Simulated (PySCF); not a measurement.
Zn(NH2)(SeH) (H3NSeZn), SMILES [NH2][Zn][SeH].

Coordinates come from a B3LYP-D3(BJ)/def2-SVP optimisation. The structure was generated by enumeration; whether it is a known compound was not checked. One conformer was computed; it need not be the lowest.

Calculation: ωB97X/def2-TZVPD (PySCF).

Gas-phase values at a fixed geometry.

Q: Estimate the frontier levels, gap, dipole moment and polarisability. (An estimate is asked for; the answer gives what the named calculation found.)

A: 
The highest occupied level is -9.24 eV. The lowest empty level is 0.81 eV, the orbital gap comes out as 10.05 eV and the dipole moment comes out as 1.87 D. The quadrupole, principal values (traceless, Buckingham form, about the centre of nuclear charge) comes out as -5.28, 1.36, 3.92 D·Å. The mean static polarisability is 65.2 bohr³ (9.65 Å³). The polarisability, principal values is 54.0, 54.5, 87.0 bohr³.
